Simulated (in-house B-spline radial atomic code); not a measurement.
Inner levels of caesium as electrons are removed. A shift is the extra binding of the orbital against the neutral atom ([Xe] 6s1). Computed with a B-spline radial code for spherical atoms: non-relativistic Hartree-Fock, average of the configuration, point nuclei.

This level leaves out relativity, spin-orbit splitting included, which matters for heavy ions.

```json
{"ion": "Cs", "configuration": "[Xe] 6s1", "shift of 2s (eV)": "0", "shift of 2p (eV)": "0", "shift of 1s (eV)": "0", "radius of 2s (bohr)": "0.11853", "radius of 2p (bohr)": "0.10103", "radius of 1s (bohr)": "0.027624", "Σ<r²> (bohr²)": "97.88", "change of density at nucleus (bohr⁻³)": "-"}
{"ion": "Cs+", "configuration": "[Kr] 4d10 5s2 5p6", "shift of 2s (eV)": "4.8358", "shift of 2p (eV)": "4.8395", "shift of 1s (eV)": "4.8408", "radius of 2s (bohr)": "0.11853", "radius of 2p (bohr)": "0.10103", "radius of 1s (bohr)": "0.027624", "Σ<r²> (bohr²)": "52.543", "change of density at nucleus (bohr⁻³)": "-1.824"}
{"ion": "Cs2+", "configuration": "[Kr] 4d10 5s2 5p5", "shift of 2s (eV)": "16.632", "shift of 2p (eV)": "16.637", "shift of 1s (eV)": "16.718", "radius of 2s (bohr)": "0.11853", "radius of 2p (bohr)": "0.10103", "radius of 1s (bohr)": "0.027624", "Σ<r²> (bohr²)": "45.106", "change of density at nucleus (bohr⁻³)": "2.679"}
{"ion": "Cs3+", "configuration": "[Kr] 4d10 5s2 5p4", "shift of 2s (eV)": "29.482", "shift of 2p (eV)": "29.49", "shift of 1s (eV)": "29.687", "radius of 2s (bohr)": "0.11853", "radius of 2p (bohr)": "0.10103", "radius of 1s (bohr)": "0.027624", "Σ<r²> (bohr²)": "38.825", "change of density at nucleus (bohr⁻³)": "7.709"}
{"ion": "Cs4+", "configuration": "[Kr] 4d10 5s2 5p3", "shift of 2s (eV)": "43.296", "shift of 2p (eV)": "43.312", "shift of 1s (eV)": "43.661", "radius of 2s (bohr)": "0.11852", "radius of 2p (bohr)": "0.10103", "radius of 1s (bohr)": "0.027624", "Σ<r²> (bohr²)": "33.382", "change of density at nucleus (bohr⁻³)": "13.229"}
{"ion": "Cs5+", "configuration": "[Kr] 4d10 5s2 5p2", "shift of 2s (eV)": "58.01", "shift of 2p (eV)": "58.038", "shift of 1s (eV)": "58.578", "radius of 2s (bohr)": "0.11852", "radius of 2p (bohr)": "0.10103", "radius of 1s (bohr)": "0.027624", "Σ<r²> (bohr²)": "28.578", "change of density at nucleus (bohr⁻³)": "19.214"}
{"ion": "Cs6+", "configuration": "[Kr] 4d10 5s2 5p1", "shift of 2s (eV)": "73.575", "shift of 2p (eV)": "73.619", "shift of 1s (eV)": "74.39", "radius of 2s (bohr)": "0.11852", "radius of 2p (bohr)": "0.10103", "radius of 1s (bohr)": "0.027623", "Σ<r²> (bohr²)": "24.281", "change of density at nucleus (bohr⁻³)": "25.654"}
{"ion": "Cs7+", "configuration": "[Kr] 4d10 5s2", "shift of 2s (eV)": "89.953", "shift of 2p (eV)": "90.017", "shift of 1s (eV)": "91.061", "radius of 2s (bohr)": "0.11852", "radius of 2p (bohr)": "0.10103", "radius of 1s (bohr)": "0.027623", "Σ<r²> (bohr²)": "20.399", "change of density at nucleus (bohr⁻³)": "32.539"}
{"ion": "Cs8+", "configuration": "[Kr] 4d10 5s1", "shift of 2s (eV)": "107.84", "shift of 2p (eV)": "108.02", "shift of 1s (eV)": "109.31", "radius of 2s (bohr)": "0.11852", "radius of 2p (bohr)": "0.10103", "radius of 1s (bohr)": "0.027623", "Σ<r²> (bohr²)": "17.246", "change of density at nucleus (bohr⁻³)": "-11.43"}
{"ion": "Cs9+", "configuration": "[Kr] 4d10", "shift of 2s (eV)": "126.45", "shift of 2p (eV)": "126.75", "shift of 1s (eV)": "128.31", "radius of 2s (bohr)": "0.11852", "radius of 2p (bohr)": "0.10103", "radius of 1s (bohr)": "0.027623", "Σ<r²> (bohr²)": "14.336", "change of density at nucleus (bohr⁻³)": "-60.97"}
{"ion": "Cs10+", "configuration": "[Kr] 4d9", "shift of 2s (eV)": "158.55", "shift of 2p (eV)": "158.88", "shift of 1s (eV)": "160.33", "radius of 2s (bohr)": "0.11851", "radius of 2p (bohr)": "0.10102", "radius of 1s (bohr)": "0.027623", "Σ<r²> (bohr²)": "13.232", "change of density at nucleus (bohr⁻³)": "-49.241"}
{"ion": "Cs11+", "configuration": "[Kr] 4d8", "shift of 2s (eV)": "191.95", "shift of 2p (eV)": "192.32", "shift of 1s (eV)": "193.67", "radius of 2s (bohr)": "0.11851", "radius of 2p (bohr)": "0.10101", "radius of 1s (bohr)": "0.027624", "Σ<r²> (bohr²)": "12.203", "change of density at nucleus (bohr⁻³)": "-36.604"}
{"ion": "Cs12+", "configuration": "[Kr] 4d7", "shift of 2s (eV)": "?", "shift of 2p (eV)": "?", "shift of 1s (eV)": "?", "radius of 2s (bohr)": "?", "radius of 2p (bohr)": "?", "radius of 1s (bohr)": "?", "Σ<r²> (bohr²)": "?", "change of density at nucleus (bohr⁻³)": "?"}
{"ion": "Cs13+", "configuration": "[Kr] 4d6", "shift of 2s (eV)": "262.55", "shift of 2p (eV)": "263.03", "shift of 1s (eV)": "264.25", "radius of 2s (bohr)": "0.11849", "radius of 2p (bohr)": "0.101", "radius of 1s (bohr)": "0.027624", "Σ<r²> (bohr²)": "10.34", "change of density at nucleus (bohr⁻³)": "-8.643"}
{"ion": "Cs14+", "configuration": "[Kr] 4d5", "shift of 2s (eV)": "299.71", "shift of 2p (eV)": "300.26", "shift of 1s (eV)": "301.46", "radius of 2s (bohr)": "0.11848", "radius of 2p (bohr)": "0.10099", "radius of 1s (bohr)": "0.027624", "Σ<r²> (bohr²)": "9.4911", "change of density at nucleus (bohr⁻³)": "6.665"}
{"ion": "Cs15+", "configuration": "[Kr] 4d4", "shift of 2s (eV)": "338.1", "shift of 2p (eV)": "338.74", "shift of 1s (eV)": "339.93", "radius of 2s (bohr)": "0.11847", "radius of 2p (bohr)": "0.10098", "radius of 1s (bohr)": "0.027624", "Σ<r²> (bohr²)": "8.6912", "change of density at nucleus (bohr⁻³)": "22.853"}
{"ion": "Cs16+", "configuration": "[Kr] 4d3", "shift of 2s (eV)": "377.7", "shift of 2p (eV)": "378.43", "shift of 1s (eV)": "379.65", "radius of 2s (bohr)": "0.11846", "radius of 2p (bohr)": "0.10097", "radius of 1s (bohr)": "0.027624", "Σ<r²> (bohr²)": "7.9355", "change of density at nucleus (bohr⁻³)": "39.914"}
{"ion": "Cs17+", "configuration": "[Kr] 4d2", "shift of 2s (eV)": "418.5", "shift of 2p (eV)": "419.34", "shift of 1s (eV)": "420.61", "radius of 2s (bohr)": "0.11845", "radius of 2p (bohr)": "0.10095", "radius of 1s (bohr)": "0.027624", "Σ<r²> (bohr²)": "7.2201", "change of density at nucleus (bohr⁻³)": "57.844"}
{"ion": "Cs18+", "configuration": "[Kr] 4d1", "shift of 2s (eV)": "?", "shift of 2p (eV)": "?", "shift of 1s (eV)": "?", "radius of 2s (bohr)": "?", "radius of 2p (bohr)": "?", "radius of 1s (bohr)": "?", "Σ<r²> (bohr²)": "?", "change of density at nucleus (bohr⁻³)": "?"}
{"ion": "Cs19+", "configuration": "[Ar] 3d10 4s2 4p6", "shift of 2s (eV)": "503.66", "shift of 2p (eV)": "504.75", "shift of 1s (eV)": "506.25", "radius of 2s (bohr)": "0.11842", "radius of 2p (bohr)": "0.10092", "radius of 1s (bohr)": "0.027625", "Σ<r²> (bohr²)": "5.8983", "change of density at nucleus (bohr⁻³)": "96.306"}
{"ion": "Cs20+", "configuration": "[Ar] 3d10 4s2 4p5", "shift of 2s (eV)": "548.22", "shift of 2p (eV)": "549.61", "shift of 1s (eV)": "553.41", "radius of 2s (bohr)": "0.1184", "radius of 2p (bohr)": "0.10091", "radius of 1s (bohr)": "0.027624", "Σ<r²> (bohr²)": "5.3107", "change of density at nucleus (bohr⁻³)": "119.64"}
{"ion": "Cs21+", "configuration": "[Ar] 3d10 4s2 4p4", "shift of 2s (eV)": "593.65", "shift of 2p (eV)": "595.37", "shift of 1s (eV)": "601.61", "radius of 2s (bohr)": "0.11837", "radius of 2p (bohr)": "0.1009", "radius of 1s (bohr)": "0.027623", "Σ<r²> (bohr²)": "4.7448", "change of density at nucleus (bohr⁻³)": "143.72"}
{"ion": "Cs22+", "configuration": "[Ar] 3d10 4s2 4p3", "shift of 2s (eV)": "?", "shift of 2p (eV)": "?", "shift of 1s (eV)": "?", "radius of 2s (bohr)": "?", "radius of 2p (bohr)": "?", "radius of 1s (bohr)": "?", "Σ<r²> (bohr²)": "?", "change of density at nucleus (bohr⁻³)": "?"}
{"ion": "Cs23+", "configuration": "[Ar] 3d10 4s2 4p2", "shift of 2s (eV)": "687.16", "shift of 2p (eV)": "689.58", "shift of 1s (eV)": "701.11", "radius of 2s (bohr)": "0.11833", "radius of 2p (bohr)": "0.10086", "radius of 1s (bohr)": "0.027622", "Σ<r²> (bohr²)": "3.6731", "change of density at nucleus (bohr⁻³)": "194.09"}
```

Q: Fill in the row of Cs12+.

A: shift of 2s (eV): 226.62; shift of 2p (eV): 227.04; shift of 1s (eV): 228.31; radius of 2s (bohr): 0.1185; radius of 2p (bohr): 0.10101; radius of 1s (bohr): 0.027624; Σ<r²> (bohr²): 11.241; change of density at nucleus (bohr⁻³): -23.068.

Q: Fill in the row of Cs18+.

A: shift of 2s (eV): 460.49; shift of 2p (eV): 461.45; shift of 1s (eV): 462.82; radius of 2s (bohr): 0.11843; radius of 2p (bohr): 0.10094; radius of 1s (bohr): 0.027625; Σ<r²> (bohr²): 6.542; change of density at nucleus (bohr⁻³): 76.642.

Q: Fill in the row of Cs22+.

A: shift of 2s (eV): 639.97; shift of 2p (eV): 642.03; shift of 1s (eV): 650.85; radius of 2s (bohr): 0.11835; radius of 2p (bohr): 0.10088; radius of 1s (bohr): 0.027623; Σ<r²> (bohr²): 4.1993; change of density at nucleus (bohr⁻³): 168.53.
